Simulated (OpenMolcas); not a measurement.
Ho3+.

```yaml
Program: OpenMolcas
Method: CASSCF
Basis: ANO-RCC-VTZP [8s7p5d3f2g1h]
Scalar_Hamiltonian: DKH2, point nucleus
Active_space: 10 electrons in 7 orbitals (4f)
State_averaging: 2S+1 = 5 even, 35 roots; 2S+1 = 3 even, 210 roots; 2S+1 = 1 even, 196 roots (181 in the spin-orbit step)
Spin-orbit_coupling: RASSI with atomic mean-field integrals over the reference wave functions, term energies averaged over their components
```

Levels without dynamic correlation, in cm-1 above 4f10 5I8:

```tsv
Level	E
4f10 5S2 [71 %]	23315
4f10 5F5	20393
4f10 3K8(1)	23965
4f10 3L9	33365
```

On this reference, SS-CASPT2, IPEA 0.25 Eh, imaginary shift 0.1 Eh (closed shells correlated: 5s 5p) puts 4f10 5S2 [71 %] at 19800 cm-1.

Question: Estimate the other levels at that method by one scale factor, and say how well it serves.

Answer: The factor is 19800 / 23315 = 0.849. Scaled values beside those that SS-CASPT2 gives:
```tsv
Level	Scaled	SS-CASPT2	Miss (%)
4f10 5F5	17314	17150	+1.0
4f10 3K8(1)	20346	22490	-9.5
4f10 3L9	28327	31630	-10.4
```
For these levels the scaled values miss SS-CASPT2 by up to 10.4 %, as correlation changes each term by its own factor, spin-orbit parts do not scale and CASPT2 has its own spread within terms. This holds within one configuration; levels of others move differently, and the target method has errors of its own against measurement.

CASPT2 does not keep the components of a term degenerate, so their means are used; among the terms shown or strongly mixed into the levels shown the widest spread is 450 cm-1 (4f10 5I, SS-CASPT2). High states are left out of the spin-orbit mixing, which shifts the levels that they would mix with. Without dynamic correlation excited terms often stand tens of per cent too high (terms of higher spin than the ground term too low), and those without a measured partner can miss by more than the paired ones (holds for CASSCF). The CASPT2 spread within a term exceeds the gap to the next term for 4f10 5S and 4f10 5F, so the order of their levels is uncertain, and so are names and mixing where such terms share a J (holds for SS-CASPT2). Levels of configurations outside the active space are missing.

A share in square brackets marks a mixed level and gives the weight of the term that names it, the lowest over the columns. A number in round brackets counts repeated terms of one configuration in the order of the reference energies.
